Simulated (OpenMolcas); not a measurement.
# neutral thallium: effect of the active space

* Program: OpenMolcas
* Method: CASSCF or its RAS form
* Basis: ANO-R2
* Scalar Hamiltonian: X2C, finite nucleus
* Spin-orbit coupling: RASSI with atomic mean-field integrals over the reference wave functions, term energies averaged over their components

A. 3 electrons in 4 orbitals (6s 6p); 2S+1 = 4 odd, 1 root (0 in the spin-orbit step); 2S+1 = 2 odd, 3 roots; 2S+1 = 4 even, 3 roots; cost roughly 13 core-seconds
B. 3 electrons in 8 orbitals (6s 6p 7s 7p); 2S+1 = 4 odd, 3 roots (0 in the spin-orbit step); 2S+1 = 2 odd, 3 roots; 2S+1 = 4 even, 3 roots; cost of the order of 18 core-seconds
C. 3 electrons in 9 orbitals (RAS2 6s 6p; RAS3 6d, at most 2 electrons); 2S+1 = 4 odd, 1 root (0 in the spin-orbit step); 2S+1 = 2 odd, 3 roots; 2S+1 = 4 even, 3 roots; 2S+1 = 2 even, 5 roots (0 in the spin-orbit step); cost roughly 23 core-seconds

Energies in cm-1 above 6s2 6p 2P* 1/2, the measured ground level; measured values from NIST Handbook of Basic Atomic Spectroscopic Data.

```csv
Level,A,B,C,Measured
6s2 6p 2P* 1/2,0.0,0.0,0.0,0.0
6s2 6p 2P* 3/2,6888,5927,7082,7793
6s 6p2 4P 1/2,38524,40089,40027,
6s 6p2 4P 3/2,41019,42592,42519,
```

Among A to C the level of the table that moves most is 6s 6p2 4P 3/2, by 1600 cm-1 (lowest in A, highest in B).

Some high roots are left out of the spin-orbit mixing, which shifts the levels that they would mix with. Spin-orbit splittings of 6p shells tend to come out small when the coupling is added on scalar orbitals. Terms of s pⁿ other than that of highest spin mix with s² pⁿ⁻² d, which this space lacks; all of them can be thousands of cm-1 off, and some have no real level of that name (holds for A; B). Active for correlation alone: 7p 7s; no level in the range computed is led by a configuration that fills them, so any true level of that kind is missing (holds for B). Active for correlation alone: 6d; no level in the range computed is led by a configuration that fills it, so any true level of that kind is missing (holds for C). Levels of configurations outside the active space are missing. Levels that lie high or do not pair safely by name in every column are left out.

* marks odd parity.
